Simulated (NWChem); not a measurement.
C$_{5}$H$_{5}$N; SMILES C=C=C(C)C#N

Results from NWChem. The level has its own optimisation; frequencies are unscaled. Brackets give each atom's bonded neighbours.

Estimate the computed values for Hartree-Fock/STO-3G. Quantities: r C–C [C(CC)–C(CHH)] (Å); r C–H [C(CHH)–H(C)] (Å); r C–C [C(CC)–C(CCC)] (Å); r C–C [C(CCC)–C(CHHH)] (Å); highest harmonic frequency (cm⁻¹); lowest (cm⁻¹); zero-point energy (kcal/mol); dipole (D).


```yaml
r C–C [C(CC)–C(CHH)] (Å): 1.287
r C–H [C(CHH)–H(C)] (Å): 1.084
r C–C [C(CC)–C(CCC)] (Å): 1.299
r C–C [C(CCC)–C(CHHH)] (Å): 1.532
highest harmonic frequency (cm⁻¹): 3771
lowest (cm⁻¹): 151
zero-point energy (kcal/mol): 61.5
dipole (D): 3.49
```
